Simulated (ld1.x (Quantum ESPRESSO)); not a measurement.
**Building the TM potential for Lu (Z = 71) (LDA (PZ), fully relativistic).**

| Item | Value |
| --- | --- |
| Element | Lu |
| Generator | ld1.x (Quantum ESPRESSO) 7.5 |
| Type | norm-conserving Troullier–Martins (Kleinman–Bylander form) |
| Functional | LDA (PZ) |
| Relativity | fully relativistic |
| Frozen core | [Kr] 4d10 |
| Valence charge | 25 |
| Reference configuration | 4f14 5s2 5p6 5d1 6s2 6p0 |
| Partial waves | 5s (bound): rc 1.60 bohr; 5d (bound): rc 2.50 bohr; 4f (bound): rc 1.15 bohr; 5p (bound): rc 1.75 bohr |
| Local potential | the p channel |
| Core correction | none |

Open shells are filled in proportion to 2j + 1 (rel_dist='average').

Occupied shells without a wave of their own: 6s. They enter only through the test configuration that unscreens the potential.

All-electron outer shells of the reference configuration (LDA (PZ), scalar-relativistic, ld1.x):

| shell | level (eV) | outermost node (bohr) | outermost maximum (bohr) |
| --- | --- | --- | --- |
| 4p | -357.47 | 0.25 | 0.47 |
| 4d | -191.71 | 0.23 | 0.48 |
| 5s | -61.19 | 0.57 | 1.04 |
| 5p | -31.78 | 0.61 | 1.19 |
| 4f | -9.81 | – | 0.47 |
| 6s | -4.81 | 1.41 | 3.00 |
| 5d | -1.92 | 0.68 | 1.84 |
| 6p | -1.40 | 1.73 | 4.32 |

Calculated quality:

* Configuration tests: 3 of 7 tests not solved or not reliable; not counted: 4f14 5s2 5p6 5d0 6s0 6p0 (solver errors, printed error +1.9 eV); 4f13 5s2 5p6 5d2 6s2 6p0 (solver errors, printed error -10.7 eV)

A Bessel basis up to 400 Ry misses an occupied level by 0.88 Ry, so cutoffs and ghosts were not judged. The potential misses its own reference levels by up to 4.8 eV, so it is not fit for use.

Generation and tests took about 3.7 s on one core of a shared server CPU.
